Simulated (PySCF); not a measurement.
Species: C7H11BClN.
Z-matrix (Å and degrees, PBE0-D3(BJ)/def2-SVP geometry), rows numbered from 1:
```
C 
C   1  1.5191
C   2  1.5219  1  112.13
N   3  1.4627  2  112.88  1  -179.80
B   4  1.4484  3  119.32  2   -93.89
C   5  1.5073  4  117.20  3   177.73
C   6  1.3751  5  118.31  4    -0.03
C   7  1.4149  6  121.53  5    -0.20
C   4  1.3600  3  120.72  2    83.32
Cl  9  1.7356  4  118.49  3     2.55
H   1  1.1019  2  111.48  3   -59.12
H   1  1.0998  2  111.25  3  -179.17
H   1  1.1018  2  111.32  3    60.93
H   2  1.1023  1  110.09  3  -121.51
H   2  1.1030  1  110.50  3   121.10
H   3  1.1001  2  110.30  1   -57.15
H   3  1.0982  2  109.95  1    61.13
H   5  1.2078  4  116.39  3    -2.35
H   6  1.0933  5  123.09  4   179.85
H   7  1.0959  6  121.29  5   179.83
H   8  1.0894  7  121.46  6  -179.98
```

The closed-shell ground state was solved at several levels (PySCF, density fitting, gas phase, non-relativistic).

| level | basis functions | HOMO (eV) | LUMO (eV) | gap (eV) | dipole (D) |
| --- | --- | --- | --- | --- | --- |
| PBE0/def2-SVPD | 295 | -6.53 | -1.02 | 5.51 | 1.02 |
| PBE0/pcSseg-1 | 232 | -6.52 | -0.96 | 5.56 | 1.10 |

**Question.** Estimate the row for CAM-B3LYP/pcSseg-1, a basis of 232 functions; the other rows only guide the guess.

**Answer.** HOMO -7.67 eV, LUMO 0.14 eV, gap 7.81 eV, dipole 1.05 D.

**Question.** Over all these levels, which gives the widest orbital gap and which the narrowest?

**Answer.** CAM-B3LYP/pcSseg-1 (range-separated hybrid) has the widest, 7.81 eV, and PBE0/def2-SVPD (global hybrid, 25 % exact exchange) the narrowest, 5.51 eV. Functional and basis both differ between the two, so the spread mixes both effects.

**Question.** How far do the dipole and the HOMO energy spread over the levels?

**Answer.** The dipole runs from 1.02 to 1.10 D (mean 1.05 D) and the HOMO from -7.67 to -6.52 eV.

One conformer stands for the species.
